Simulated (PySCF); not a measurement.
**How methods differ on the ionisation energy of O+**

O+ [He] 2s2 2p3 (4S) → O(2+) [He] 2s2 2p2 (3P), as a difference of total energies. Computed with PySCF 2.14 in aug-cc-pV5Z, with the non-relativistic Hamiltonian (point nucleus). Correlated levels: valence: 1s2 frozen. The calculations carry no spin-orbit coupling.

```csv
method,ionisation energy (eV)
UHF,34.576
LDA,35.591
PBE,35.279
PBE0,35.313
r2SCAN,35.477
TPSSh,35.267
MP2 (valence),35.271
SCS-MP2 (valence),35.001
```

Estimate what TPSS gives.

35.248 eV, closest to TPSSh among the rows shown.

Estimate what LC-wPBE gives.

35.474 eV, closest to r2SCAN among the rows shown.

A first-order spin-orbit estimate (lowest level to lowest level, LS coupling) adds -0.027 eV.

Errors of the correlated levels include the incompleteness of this basis and the frozen core.

For comparison: 35.121 eV (measured; NIST Atomic Spectra Database, ionization energies).
